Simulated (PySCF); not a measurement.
# Basis and Hamiltonian dependence of the ionisation energy of Br

Br [Ar] 3d10 4s2 4p5 (2P) → Br⁺ [Ar] 3d10 4s2 4p4 (3P). Calculated with PySCF 2.14 from differences of total energies of unrestricted determinants, without spin-orbit coupling. Values in eV.

```
                                                                         basis       Hamiltonian  functions     UHF     PBE    PBE0  MP2 (valence)  CCSD(T) (valence)  CCSD(T) (valence and next inner shell)
                                                                    cc-pVDZ-DK     spin-free X2C         27  10.759     n/a     n/a         11.316             11.280                                     n/a
                                                                      def2-SVP  non-relativistic         32  10.804  11.779     n/a         11.353             11.314                                     n/a
                                                                    x2c-SVPall     spin-free X2C         32  10.763  11.740  11.794         11.322             11.287                                     n/a
                                                  aug-cc-pVDZ-PP with ECP10MDF               ECP         32  10.750  11.770  11.789         11.409             11.402                                     n/a
                                                                       pcseg-2  non-relativistic         43  10.767     n/a  11.850         11.575             11.607                                     n/a
                                                aug-cc-pwCVDZ-PP with ECP10MDF               ECP         48  10.741  11.775  11.790         11.413             11.402                                  11.428
                                                  aug-cc-pVTZ-PP with ECP10MDF               ECP         55  10.717  11.752  11.768         11.574             11.616                                     n/a
aug-cc-pVTZ-PP with one added diffuse shell each of s, d, f type with ECP10MDF               ECP         68  10.718  11.753  11.768         11.575             11.618                                     n/a
                                                  aug-cc-pVQZ-PP with ECP10MDF               ECP         89  10.708  11.748  11.763         11.673             11.732                                     n/a
                                                                   aug-pcseg-3  non-relativistic         93  10.748  11.819  11.826         11.681                n/a                                     n/a
                                                                  x2c-QZVPPall     spin-free X2C         97  10.711  11.784  11.791         11.652             11.713                                     n/a
                                                                    dyall-ae2z  non-relativistic         97  10.796     n/a     n/a         11.339             11.306                                     n/a
                                                                   def2-QZVPPD  non-relativistic         98  10.749  11.821  11.828         11.686             11.746                                     n/a
                                                  aug-cc-pV5Z-PP with ECP10MDF               ECP        136  10.707  11.751  11.763         11.719                n/a                                     n/a
```

Extrapolation of CCSD(T) (valence) from aug-cc-pVTZ-PP with ECP10MDF and aug-cc-pVQZ-PP with ECP10MDF: the correlation parts are 0.899 and 1.024 eV; with the X⁻³ form and unrounded values, (4³ × 1.024 − 3³ × 0.899)/(4³ − 3³) = 1.116 eV, and adding the Hartree-Fock value 10.708 eV of the larger basis gives 11.824 eV.

Frozen in the all-electron rows: valence: [Ar] 3d10; valence and next inner shell: [Ne]; with a core potential, the same shells as far as they lie outside it.

Non-relativistic rows lack the scalar-relativistic shift.

Reference for a calculation without spin-orbit coupling: 11.844 eV (measured, between term centres; NIST).
